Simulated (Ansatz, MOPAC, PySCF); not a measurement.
Molecule: GeF (charge 0, doublet). SMILES: [F][Ge]
Geometry: optimised at B3LYP-D3(BJ)/def2-TZVP (Ansatz, a first-principles code).

Unscaled harmonic wavenumbers (cm⁻¹) in rising order, each level at the stationary point that it reaches from this structure (no distance between atoms moves by over 0.3 Å); the order of modes can differ between levels, and a negative number is imaginary. B3LYP-D3(BJ)/def2-TZVP (PySCF, at the structure above): 650.

AM1 (MOPAC): 846. Zero-point energy 1.2 against 0.9 kcal/mol; where all levels lie over 400 cm⁻¹, the wavenumbers are on average 1.302 times those of B3LYP-D3(BJ)/def2-TZVP.

HF/6-31G* with LANL2DZ past Ar (Ansatz): 701. Zero-point energy 1.0 against 0.9 kcal/mol; where all levels lie over 400 cm⁻¹, the wavenumbers are on average 1.080 times those of B3LYP-D3(BJ)/def2-TZVP.
